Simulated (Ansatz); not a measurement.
Ansatz (a quantum-chemistry and plane-wave program) input (HF/6-31G* with LANL2DZ past Ar): The .json file joins the Basis Set Exchange's 6-31G* for atoms up to Ar and LANL2DZ past it.

Ansatz 0.2 input:
```yaml
crystal:
  periodic: [false, false, false]
  atoms:
    - {symbol: Se, position_ang: [-0.00000000, -0.00000000, -0.04323440]}
    - {symbol: H, position_ang: [0.00000000, 0.00000000, 1.46996949]}
basis:
  gaussian:
    orbitals: 6-31Gs+LANL2DZ.json
hamiltonian:
  xc: {name: HF}
total_charge: -1
phonons: {temperatures: {t_min: 298.15, t_max: 298.15, t_step: 100}}
```

### Question
Which harmonic wavenumbers does it give?

### Answer
2218 cm⁻¹ (unscaled; negative means imaginary).
